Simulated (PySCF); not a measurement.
## Vertical excitation energies

Species: C₇H₇N.
InChI=1S/C7H7N/c1-2-5-8-6-3-4-7-8/h3-4,6-7H,1H3

The calculation used PySCF 2.14.0, density-fitted response routines, TDDFT PBE0/def2-SVPD, vertical, gas phase, core orbitals frozen in the response. Isolated species at its GFN2-xTB geometry, gas phase.

```csv
state,λ (nm),E (eV),f,|μ| (D),"main configurations (H = HOMO, L = LUMO)"
S1,215.2,5.76,0.294,3.67,H-1→L (88%)
S2,209.1,5.93,0.081,1.90,H→L (96%)
S3,207.6,5.97,0.0005,0.15,H-1→L+2 (92%)
S4,204.0,6.08,0.0084,0.60,H-1→L+1 (96%)
S5,203.4,6.09,0.0000,0.03,"H→L+1 (83%), H→L+3 (16%)"
S6,190.3,6.52,0.0011,0.22,H→L+2 (99%)
```

Triplets (Tamm–Dancoff): T1 4.02 eV, H→L (93%); T2 4.58 eV, H-1→L (93%).

The lowest singlet comes at 215 nm (556 kJ/mol) in the ultraviolet; it is strong; its leading configuration is HOMO-1→LUMO (88%). The lowest level is also the most intense of those listed (f = 0.294). Löwdin shares by element: HOMO carbon 84% or more (atoms not listed hold the other 16%); LUMO carbon 45% or more, nitrogen 12% (atoms not listed hold the other 43%). Of the 6 states listed, 2 reach f = 0.01 and 1 stays under 0.0005. The oscillator strengths of these states sum to 0.385; summed over the whole spectrum of an exact calculation they would give the number of electrons, 56 (Thomas–Reiche–Kuhn). The listed states span 0.76 eV, and the widest gap between neighbours is 0.42 eV (S5 to S6). No computed singlet lies in the visible range (380 to 750 nm); the lowest, at 215 nm, stands 2.50 eV above its violet end (3.26 eV). The window holds the lowest 6 singlets.

The run took 57 s of wall time on an Intel Xeon at 2.70 GHz with one thread, no GPU, shared host with 64 logical CPUs at a one-minute load of 48, and the process peaked at 0.88 GiB of memory.
